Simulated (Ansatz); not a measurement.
Gas-phase electronic energies from Ansatz, PBE0-D4/def2-TZVP geometries. CBS: MP2 limit from def2 TZ/QZ plus the TZ coupled-cluster correction, frozen cores. For Ge outer-core shells are correlated without core-valence functions, which leaves a few kJ/mol of doubt a bond. Scalar relativity is left out up to krypton. One conformer a species, not always the lowest.

Consider the formal exchange of groups at a Ge–Al bond: `B[CH2][AlH][GeH3]` + `F[SiH2][AlH2]` → `F[SiH]([AlH2])[GeH3]` + `B[CH2][AlH2]`.

```tsv
species	CCSD(T)/CBS(def2) energy (Eh)
`B[CH2][AlH][GeH3]`	-2385.77004
`F[SiH2][AlH2]`	-633.31837
`F[SiH]([AlH2])[GeH3]`	-2710.63746
`B[CH2][AlH2]`	-308.44554
```

Task: Work out ΔE.

Result: ΔE = (-2710.63746) + (-308.44554) − (-2385.77004) − (-633.31837) = 0.00541 Eh = +14.2 kJ/mol.

Largest T1 diagnostic among the species: 0.012.
